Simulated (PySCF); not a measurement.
## Radial density of W (tungsten, neutral)

BHandHLYP, [Xe] 4f14 5d5 6s1, 6s spin antiparallel (an excited configuration). All numbers are calculated (PySCF 2.14, the spin-free X2C one-electron Hamiltonian (Gaussian nucleus), in x2c-TZVPPall with one added diffuse shell each of s, p, d, f type (12s8p8d4f1g, 113 functions)).

| r (bohr) | 4πr²ρ (e/bohr) | 4πr²(ρα − ρβ) |
| --- | --- | --- |
| 0.0139 | 102.0 | -0.0031 |
| 0.0234 | 88.87 | -0.0017 |
| 0.0393 | 115.9 | 0.0051 |
| 0.0661 | 130.9 | 0.0912 |
| 0.111 | 105.8 | 0.2110 |
| 0.187 | 114.2 | -0.0071 |
| 0.314 | 64.11 | 0.2238 |
| 0.529 | 62.81 | 0.0870 |
| 0.890 | 20.32 | 0.7159 |
| 1.50 | 8.486 | 2.7669 |
| 2.52 | 1.988 | 1.0909 |
| 4.23 | 0.4444 | 0.0284 |
| 7.12 | 0.02711 | -0.0137 |
| 12.0 | 5.848e-05 | 0.0000 |

Densities and radii are taken from the X2C orbitals without a picture-change correction, which distorts them close to the nucleus.

Spin-orbit coupling, which splits the p, d and f shells strongly at this Z, is absent. With the s spin flipped the determinant is a mixture of two multiplicities, not a spectroscopic state.
